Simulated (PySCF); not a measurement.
Species: C₅H₁₀AlNO.
SMILES with atom numbers: `[CH3:1][O+:2]([CH3:3])[AlH2-:4]/[CH:5]=[CH:6]\[C:7]#[N:8]` (hydrogens: H9, H10, H11 on C1; H12, H13, H14 on C3; H15, H16 on Al4; H17 on C5; H18 on C6)
Bond orders are those of one Lewis drawing.

Method: PySCF, PBE0/def2-SV(P) geometry optimisation, gas phase; density fitting, grid level 1; the optimiser is geomeTRIC in internal coordinates, started from a GFN2-xTB structure.

Step 0: E = -15457.8431 eV
```
atom  x, y, z in Å  |  force x, y, z in eV/Å
C1     -2.1044    0.5625    1.1407    0.049   0.373   0.070
O2     -1.6760   -0.5346    0.3574   -0.415  -0.070   0.749
C3     -2.0008   -1.7861    0.9320    0.093  -0.385  -0.015
Al4    -0.5950   -0.3164   -1.1655    0.778   0.092  -0.232
C5      1.3341   -0.1501   -0.5612   -0.455  -0.057  -0.223
C6      1.8778   -0.2585    0.6673    0.132   0.107  -0.638
C7      1.0794   -0.5067    1.7943    0.310   0.050  -0.132
N8      0.4182   -0.7039    2.7155   -0.777  -0.253   1.212
H9     -3.1933    0.5560    1.2397   -0.369  -0.076  -0.074
H10    -1.7886    1.4627    0.6134    0.017   0.326  -0.123
H11    -1.6382    0.5284    2.1288    0.179  -0.095   0.261
H12    -1.5195   -1.8902    1.9082    0.171   0.059   0.262
H13    -3.0847   -1.8864    1.0346   -0.375   0.068  -0.061
H14    -1.6229   -2.5474    0.2501    0.050  -0.291  -0.187
H15    -0.9710   -1.6607   -1.8743    0.049  -0.510  -0.341
H16    -1.2414    1.0106   -1.6898   -0.060   0.542  -0.263
H17     2.0749    0.0468   -1.3431    0.209   0.058  -0.221
H18     2.9414   -0.1635    0.8782    0.415   0.061  -0.045
```

Step 1: E = -15457.9790 eV
```
atom  x, y, z in Å  |  force x, y, z in eV/Å
C1     -2.1563    0.5809    1.1852   -0.020  -0.204  -0.034
O2     -1.7046   -0.5288    0.4095    0.200   0.016  -0.339
C3     -2.0325   -1.8079    0.9525   -0.061   0.209   0.023
Al4    -0.5587   -0.3128   -1.2268   -0.269  -0.032   0.153
C5      1.3227   -0.1800   -0.5730    0.051   0.040  -0.066
C6      1.8881   -0.2565    0.6511    0.079  -0.014   0.026
C7      1.1363   -0.4983    1.8440   -0.021   0.026  -0.102
N8      0.5120   -0.6940    2.8035   -0.026  -0.011   0.092
H9     -3.2573    0.5379    1.2674    0.025   0.021   0.020
H10    -1.8616    1.4941    0.6504    0.017   0.014  -0.010
H11    -1.6843    0.5427    2.1807   -0.009   0.034   0.020
H12    -1.5503   -1.9162    1.9376   -0.003  -0.041   0.022
H13    -3.1312   -1.8892    1.0368    0.027  -0.032   0.018
H14    -1.6571   -2.5654    0.2512    0.015  -0.008  -0.013
H15    -0.8781   -1.6977   -1.9967    0.008   0.137   0.097
H16    -1.1354    1.0875   -1.7932    0.056  -0.137   0.072
H17     2.0674    0.0074   -1.3690   -0.015  -0.004   0.044
H18     2.9710   -0.1413    0.8152   -0.055  -0.012  -0.024
```

Problem. Estimate the geometry and energy of step 2. (The exact step hangs on the optimiser's Hessian estimate; all steps are aligned on step 1, rigid shifts and turns removed.)

Solution. E = -15457.9806 eV, largest force 0.226 eV/Å
```
atom  x, y, z in Å  |  force x, y, z in eV/Å
C1     -2.1311    0.5642    1.1926   -0.003   0.087  -0.052
O2     -1.6826   -0.5305    0.3989    0.035  -0.030  -0.071
C3     -2.0148   -1.8007    0.9546    0.022  -0.053  -0.072
Al4    -0.5576   -0.3099   -1.2300   -0.165  -0.012   0.154
C5      1.3285   -0.1808   -0.5877   -0.008   0.032  -0.055
C6      1.8670   -0.2613    0.6479   -0.004   0.013   0.011
C7      1.0718   -0.4767    1.8179    0.055  -0.022   0.014
N8      0.4167   -0.6500    2.7619    0.081   0.000   0.044
H9     -3.2305    0.5211    1.2854    0.000  -0.005  -0.014
H10    -1.8419    1.4844    0.6655   -0.006   0.023   0.013
H11    -1.6522    0.5208    2.1849   -0.014   0.001  -0.021
H12    -1.5257   -1.9124    1.9366   -0.012   0.008  -0.014
H13    -3.1119   -1.8810    1.0500    0.002   0.011  -0.007
H14    -1.6482   -2.5636    0.2536   -0.005  -0.025   0.007
H15    -0.8904   -1.6839   -1.9887   -0.002   0.004   0.011
H16    -1.1339    1.0834   -1.7799    0.006  -0.003   0.007
H17     2.0814    0.0012   -1.3753    0.024  -0.028   0.039
H18     2.9454   -0.1618    0.8384   -0.006   0.000   0.004
```

The energy changes by -0.0016 eV. The first-order estimate −F·Δx gives -0.0176 eV and the mean of the old and new forces, exact on a quadratic surface, -0.0014 eV. The step makes an angle of 81° with the force vector and moves no atom by more than 0.113 Å.

What follows is the cost of the whole optimisation. On Arm Neoverse N1, one thread, no GPU, shared host with 64 logical CPUs at a one-minute load of 52, this took 94 s of wall time and 0.61 GiB of memory at its peak.
